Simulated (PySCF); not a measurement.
C₂F₃, SMILES [C](F)=C(F)F, multiplicity 2. Atoms are numbered in the order given.

```xyz
5

F      0.0278    -1.9558     0.0000
C      0.5987    -0.7854     0.0000
C      0.0592     0.4223     0.0000
F     -1.2404     0.6702     0.0000
F      0.7741     1.5277     0.0000
```
Charge 0, spin multiplicity 2.

Geometry optimised at B3LYP-D3(BJ)/def2-SVP. The isomer is the one that the SMILES or the coordinates give; other isomers of the formula were not compared.

Method: PySCF with PBE0/pcH-1.

Unrestricted Kohn–Sham, ⟨S²⟩ = 0.766. Hyperfine tensors hold the contact and dipolar terms, without spin-orbit corrections.

Task: Estimate the hyperfine couplings. (The exact figures need the calculation; the answer reports its results.)

Result: 
```csv
nucleus,A(iso) (MHz),A(iso) (G),dipolar principal values (MHz)
19F no. 1,287.1,102.4,"-306.9, -206.6, 513.5"
13C no. 2,615.6,219.6,"-80.0, -44.8, 124.8"
13C no. 3,112.1,40.0,"-31.8, 2.0, 29.8"
19F no. 4,94.2,33.6,"-139.6, -55.6, 195.1"
19F no. 5,-24.7,-8.8,"-64.2, 22.8, 41.4"
```

Task: And the g tensor (effective nuclear charges for spin-orbit coupling, GIAO)? (Estimate from the structure and the level; the computed values follow.)

Result: principal values 2.0017, 2.0046, 2.0046; isotropic 2.0036.
